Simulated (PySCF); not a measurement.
## Ru (ruthenium, neutral) across methods

[Kr] 4d6 5s2, high-spin 5D determinant (an excited configuration). Computed with PySCF 2.14 in x2c-TZVPPall, with the spin-free X2C one-electron Hamiltonian (Gaussian nucleus). The B2PLYP total includes its PT2 part (frozen core); its orbital energies are those of the SCF part.

```json
{"method": "PBE", "E (hartree)": "-4529.88", "mean ε 4d β (eV)": "-6.380", "mean ε 5s α (eV)": "-5.579", "mean ε 5s β (eV)": "-4.604", "Σ⟨r²⟩ (bohr²)": "57.07", "⟨S²⟩": "6.010"}
{"method": "PBE0", "E (hartree)": "-4529.95", "mean ε 4d β (eV)": "-7.880", "mean ε 5s α (eV)": "-6.243", "mean ε 5s β (eV)": "-5.213", "Σ⟨r²⟩ (bohr²)": "57.18", "⟨S²⟩": "6.011"}
{"method": "r2SCAN", "E (hartree)": "-4530.28", "mean ε 4d β (eV)": "-6.603", "mean ε 5s α (eV)": "-5.798", "mean ε 5s β (eV)": "-4.750", "Σ⟨r²⟩ (bohr²)": "57.23", "⟨S²⟩": "6.023"}
{"method": "B2PLYP", "E (hartree)": "-4529.73", "mean ε 4d β (eV)": "-9.207", "mean ε 5s α (eV)": "-6.676", "mean ε 5s β (eV)": "-5.713", "Σ⟨r²⟩ (bohr²)": "57.85", "⟨S²⟩": "6.011"}
{"method": "UHF", "E (hartree)": "-4527.96421", "mean ε 4d β (eV)": "-11.570", "mean ε 5s α (eV)": "-7.610", "mean ε 5s β (eV)": "-6.160", "Σ⟨r²⟩ (bohr²)": "59.38", "⟨S²⟩": "6.025"}
{"method": "PBEsol", "E (hartree)": "-4527.49", "mean ε 4d β (eV)": "-6.311", "mean ε 5s α (eV)": "-5.634", "mean ε 5s β (eV)": "-4.641", "Σ⟨r²⟩ (bohr²)": "56.89", "⟨S²⟩": "6.011"}
{"method": "LC-wPBE", "E (hartree)": "-4529.84", "mean ε 4d β (eV)": "-10.714", "mean ε 5s α (eV)": "-8.234", "mean ε 5s β (eV)": "-7.119", "Σ⟨r²⟩ (bohr²)": "57.16", "⟨S²⟩": "6.012"}
{"method": "LDA", "E (hartree)": "-4525.23", "mean ε 4d β (eV)": "-6.361", "mean ε 5s α (eV)": "-5.805", "mean ε 5s β (eV)": "-4.885", "Σ⟨r²⟩ (bohr²)": "56.69", "⟨S²⟩": "6.008"}
{"method": "BP86", "E (hartree)": "-4530.82", "mean ε 4d β (eV)": "-6.548", "mean ε 5s α (eV)": "-5.743", "mean ε 5s β (eV)": "-4.807", "Σ⟨r²⟩ (bohr²)": "56.91", "⟨S²⟩": "6.010"}
```
